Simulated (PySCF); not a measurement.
One molecule, one basis, several functionals.

Compound: CH₈OSi₃.
SMILES: `[SiH3][Si@H]1C[SiH2]O1`

PySCF, def2-SVPD basis, density fitting, gas phase, PBE0-D3(BJ)/def2-SVP geometry; singlet excitations by full TDDFT with frozen cores, triplets by Tamm–Dancoff TDDFT and ionisation energies by ΔSCF, from the lowest of the holes tried. One functional is left out:

```json
{"functional": "LDA", "exact exchange (%)": "0", "HOMO energy (eV)": "-6.65", "LUMO energy (eV)": "-1.84", "lowest singlet excitation (eV)": "4.97", "lowest triplet excitation (eV)": "4.67", "dipole moment (D)": "1.696", "mean polarisability (au)": "102.2", "vertical ionisation energy (eV)": "9.26"}
{"functional": "PBE", "exact exchange (%)": "0", "HOMO energy (eV)": "-6.57", "LUMO energy (eV)": "-1.63", "lowest singlet excitation (eV)": "5.09", "lowest triplet excitation (eV)": "4.70", "dipole moment (D)": "1.638", "mean polarisability (au)": "100.0", "vertical ionisation energy (eV)": "9.17"}
{"functional": "PBE0", "exact exchange (%)": "25", "HOMO energy (eV)": "-7.75", "LUMO energy (eV)": "-0.81", "lowest singlet excitation (eV)": "5.67", "lowest triplet excitation (eV)": "5.13", "dipole moment (D)": "1.691", "mean polarisability (au)": "95.8", "vertical ionisation energy (eV)": "9.53"}
{"functional": "BHandHLYP", "exact exchange (%)": "50", "HOMO energy (eV)": "-8.82", "LUMO energy (eV)": "0.10", "lowest singlet excitation (eV)": "6.16", "lowest triplet excitation (eV)": "5.56", "dipole moment (D)": "1.744", "mean polarisability (au)": "92.2", "vertical ionisation energy (eV)": "9.72"}
```

**Question.** Predict the row of B3LYP (20 % exact exchange) by straight lines through the other rows, and check it.

**Answer.** 
```
                       property   line  computed  computed − line  PBE0 (25 %), for comparison
               HOMO energy (eV)  -7.50     -7.55            -0.05                        -7.75
               LUMO energy (eV)  -1.00     -0.97            +0.03                        -0.81
 lowest singlet excitation (eV)   5.50      5.60            +0.10                         5.67
 lowest triplet excitation (eV)   5.04      5.15            +0.11                         5.13
              dipole moment (D)  1.694     1.691           -0.003                        1.691
       mean polarisability (au)   97.3      96.4             -0.9                         95.8
vertical ionisation energy (eV)   9.43      9.50            +0.07                         9.53
```
